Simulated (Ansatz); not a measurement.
`C[N](C)[Hf]([Cl])([N](C)C)[N](C)C`. The species carries charge 0 and has multiplicity 1. Correlated methods include outer-core shells of Hf, which these sets cover unevenly. Hf: def2 effective core potential.

```xyz
29

C     2.065    0.358   -2.182
N     0.716    0.051   -1.755
C     0.000   -0.730   -2.732
Hf    0.111    0.813    0.030
Cl    0.435    3.193    0.118
N    -1.847    0.325    0.274
C    -2.802    0.962   -0.608
C    -2.485   -0.538    1.236
N     1.165   -0.130    1.489
C     2.158   -1.173    1.407
C     0.956    0.320    2.849
H     2.659   -0.554   -2.336
H     2.589    0.965   -1.433
H     2.076    0.928   -3.121
H    -1.014   -0.943   -2.386
H    -0.072   -0.207   -3.697
H     0.498   -1.692   -2.922
H    -2.299    1.625   -1.323
H    -3.370    0.224   -1.192
H    -3.524    1.577   -0.053
H    -3.047   -1.345    0.742
H    -3.198    0.013    1.867
H    -1.743   -1.002    1.889
H     1.861   -2.057    1.991
H     3.131   -0.839    1.796
H     2.297   -1.489    0.371
H     0.595   -0.494    3.495
H     0.209    1.123    2.890
H     1.879    0.718    3.295
```

Question: Give the diagnostics of a CCSD(T)/def2-TZVPP run (frozen core, the Gaussian-basis code of Ansatz). (Best estimate.)

Answer: Ansatz gave: T1 = 0.0141, largest single amplitude 0.040, largest double 0.015, (T) share of the correlation energy 4.1 %, 10 CCSD cycles. The RHF solution is stable towards an unrestricted one. T1 lies under the customary mark of 0.02 for closed shells.
